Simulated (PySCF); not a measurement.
**Working out the ionisation energy of N⁺**

N⁺ [He] 2s2 2p2 (3P) → N²⁺ [He] 2s2 2p1 (2P). Calculation: PySCF 2.14, in aug-cc-pVQZ-DK (6s5p4d3f2g, 80 functions); the spin-free X2C one-electron Hamiltonian (Gaussian nucleus). Frozen: 1s2. Energies in hartree (1 hartree = 27.21139 eV):

```tsv
part	N⁺ (lower)	N²⁺ (upper)
UHF	-53.922739	-52.849693
CCSD correlation	-0.097583	-0.086596
(T)	-0.001835	-0.001158
```

Q: What does Hartree-Fock give?

A: (-52.849693) − (-53.922739) = 1.073046 hartree = 29.199 eV.

Q: What do CCSD and CCSD(T) give?

A: The CCSD correlation energies differ by 0.010987 hartree = 0.299 eV and the triples by 0.000677 hartree = 0.018 eV, so CCSD gives 29.498 eV and CCSD(T) 29.516 eV.

A first-order spin-orbit estimate adds -0.003 eV to CCSD(T) (valence), giving 29.513 eV against 29.601 eV (semi-empirical (NIST evaluation); NIST Atomic Spectra Database, ionization energies).

What remains against the reference includes basis incompleteness, the frozen core and higher excitations.
